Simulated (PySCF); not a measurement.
Hf(Cl)3(OH)(OH2) (Cl3H3HfO2), SMILES [OH][Hf](<-[OH2])([Cl])([Cl])[Cl], multiplicity 1.

Geometry optimised at PBE0-D3(BJ)/def2-SVP. The multiplicity is an assumed one; other spin states were not compared. The def2 effective core potentials stand for the cores of Hf; spin–orbit coupling is left out. One conformer was computed; it need not be the lowest.

These are ωB97X/def2-TZVP in PySCF values and carry that method's errors.

Symmetry labels are those of the subgroup Cs that the program uses (full group Cs).

Problem. List the valence orbital energies around the gap with their symmetry. (Estimate from the structure and the level; the computed values follow.)

Solution. 
```
orbital  symmetry  energy (eV)
-------  --------  -----------
HOMO−7         A'       -12.50
HOMO−6         A"       -12.35
HOMO−5         A"       -12.30
HOMO−4         A'       -12.00
HOMO−3         A'       -11.67
HOMO−2         A"       -11.58
HOMO−1         A'       -11.20
HOMO           A"       -11.04
LUMO           A"         0.71
LUMO+1         A'         1.33
LUMO+2         A'         1.43
LUMO+3         A'         1.66
```
